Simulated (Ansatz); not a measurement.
Cost and result for the atomization energy of `[SiH3]OC1CO1` (11 atoms, 11 bonds).

```xyz
11

Si    1.577   -0.626    0.323
O    -0.022   -1.072    0.255
C    -1.044   -0.165    0.308
C    -1.269    0.801   -0.759
O    -0.691    1.180    0.499
H     2.307   -1.906    0.173
H     1.939    0.289   -0.790
H     1.915    0.009    1.620
H    -1.871   -0.520    0.919
H    -2.262    1.199   -0.947
H    -0.579    0.812   -1.599
```

Total charge 0; spin multiplicity 1. All single points use the PBE0-D4/def2-TZVP geometry. It is one conformer, not always the lowest. Program: Ansatz. All runs use 4 threads of an Arm Neoverse V1 on a shared host. Times are those of one run each, without the atoms' runs, and a repeat can differ threefold. Electronic energies, without spin–orbit coupling; frozen cores. CCSD(T)/CBS adds CCSD(T) − MP2 in def2-TZVPP to the MP2 limit, and its time is that of the two runs behind it. T1 = 0.012. B3LYP takes the VWN-RPA correlation (the form of Gaussian; ORCA's B3LYP/G).

CCSD(T)/CBS is a level of theory with its own doubt, some kJ/mol a heavy atom from the limit and from the frozen cores, so smaller differences don't rank the functionals.

```
                             level  functions  wall time  atomization (kcal/mol)  difference from CCSD(T)/CBS  per bond
   PBE-D4/def2-TZVPP (with forces)        250      2.5 s                  1009.2                         20.5       1.9
                PBE0-D4/def2-TZVPP        250      2.7 s                   987.0                         -1.7      -0.2
 B3LYP-D4/def2-TZVPP (with forces)        250      4.3 s                   985.2                         -3.5      -0.3
r2SCAN-D4/def2-TZVPP (with forces)        250      4.4 s                   991.1                          2.4       0.2
                 B2PLYP/def2-TZVPP        250        5 s                   976.3                        -12.4      -1.1
                ωB97X-V/def2-TZVPP        250      7.5 s                   993.4                          4.7       0.4
  ωB97M-V/def2-TZVPP (with forces)        250       11 s                   991.5                          2.8       0.3
                    MP2/def2-QZVPP        478       22 s                   998.2                          9.5       0.9
                CCSD(T)/def2-TZVPP        250    2.4 min                   961.6                        -27.1      -2.5
                 CCSD(T)/CBS(def2)          –    2.8 min                   988.7                          0.0       0.0
```

In def2-TZVPP, CCSD(T) changes the Hartree–Fock value by +263.1 kcal/mol (the triples alone add +16.1 kcal/mol) and MP2 by +283.6 kcal/mol; breaking electron pairs costs correlation energy, which Hartree–Fock lacks. The D4 term adds +8.0 kcal/mol with B3LYP and +4.2 kcal/mol with PBE0; it sums over pairs of atoms, weighted by their polarisabilities, and B3LYP, whose exchange is more repulsive, gets the larger term. From PBE to PBE0 (25 % exact exchange), in def2-TZVPP and without D4, the atomization energy moves by −21.4 kcal/mol: exact exchange takes away binding that semilocal exchange gives to molecules.
